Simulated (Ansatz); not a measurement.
Total energies of BFH6SSi2.

```csv
atom,x (Å),y (Å),z (Å)
B1,0.0086,1.4114,0.1254
Si2,-0.6790,0.0149,-1.1832
Si3,-0.2112,-1.2900,0.6551
F4,0.4116,-2.7605,0.7351
S5,1.3588,0.2453,1.0713
H6,0.5942,2.3686,-0.2992
H7,-0.7707,1.6446,1.0157
H8,0.3070,-0.3751,-2.2336
H9,-2.0557,-0.0400,-1.7437
H10,-1.0806,-1.1135,1.8442
H11,2.1169,-0.1056,0.0129
```

Charge 0, multiplicity 1. The bonds changed during the relaxation, so this is another structure than the one it started from. Geometry: relaxed with PBE0-D4/def2-TZVP. It is one conformer, not always the lowest. Basis def2-TZVPP, Ansatz 0.2.0.

RPA on PBE orbitals: Hartree–Fock energy of these orbitals -1103.07707 Eh, correlation -1.37132 Eh (frozen core).

```json
{"functional": "LDA (SPW92)", "kind": "LDA", "energy without D4 (Eh)": "-1100.99009", "D4 term (kJ/mol)": "–"}
{"functional": "PBE", "kind": "GGA", "energy without D4 (Eh)": "-1105.01685", "D4 term (kJ/mol)": "-31.8"}
{"functional": "revPBE", "kind": "GGA", "energy without D4 (Eh)": "-1105.39351", "D4 term (kJ/mol)": "-85.7"}
{"functional": "BLYP", "kind": "GGA", "energy without D4 (Eh)": "-1105.58312", "D4 term (kJ/mol)": "-68.9"}
{"functional": "r2SCAN", "kind": "meta-GGA", "energy without D4 (Eh)": "-1105.49349", "D4 term (kJ/mol)": "-7.3"}
{"functional": "PBE0", "kind": "global hybrid, 25 % exact exchange", "energy without D4 (Eh)": "-1105.11605", "D4 term (kJ/mol)": "-26.9"}
{"functional": "HSE06 (plane-wave form)", "kind": "screened hybrid", "energy without D4 (Eh)": "-1105.08911", "D4 term (kJ/mol)": "-25.4"}
{"functional": "BHLYP", "kind": "global hybrid, 50 %", "energy without D4 (Eh)": "-1105.57125", "D4 term (kJ/mol)": "-43.7"}
{"functional": "LC-ωPBE", "kind": "long-range corrected hybrid", "energy without D4 (Eh)": "-1105.26019", "D4 term (kJ/mol)": "–"}
{"functional": "PBE-QIDH", "kind": "double hybrid", "energy without D4 (Eh)": "-1104.84402", "D4 term (kJ/mol)": "–"}
```

Q: Give the same for B97M-V, B3LYP, r2SCANh, r2SCAN0, CAM-B3LYP, ωB97X-V, ωB97M-V, B2PLYP. (Best estimate.)

A: The calculation gave: 
| functional | kind | energy without D4 (Eh) | D4 term (kJ/mol) |
| --- | --- | --- | --- |
| B97M-V | meta-GGA with VV10 | -1105.36008 | – |
| B3LYP | global hybrid, 20 % | -1105.69309 | -52.0 |
| r2SCANh | meta-GGA hybrid, 10 % | -1105.48252 | -7.9 |
| r2SCAN0 | meta-GGA hybrid, 25 % | -1105.46743 | -8.8 |
| CAM-B3LYP | range-separated hybrid | -1105.60358 | -27.8 |
| ωB97X-V | range-separated hybrid GGA with VV10 | -1105.43980 | – |
| ωB97M-V | range-separated hybrid meta-GGA with VV10 | -1105.51621 | – |
| B2PLYP | double hybrid | -1105.17407 | – |

B3LYP takes the VWN-RPA correlation (the form of Gaussian; ORCA's B3LYP/G). HSE06 is the plane-wave form, built on full-range PBE exchange. The double hybrids freeze the cores in their second-order part.

LC-ωPBE has ω = 0.4 bohr⁻¹.
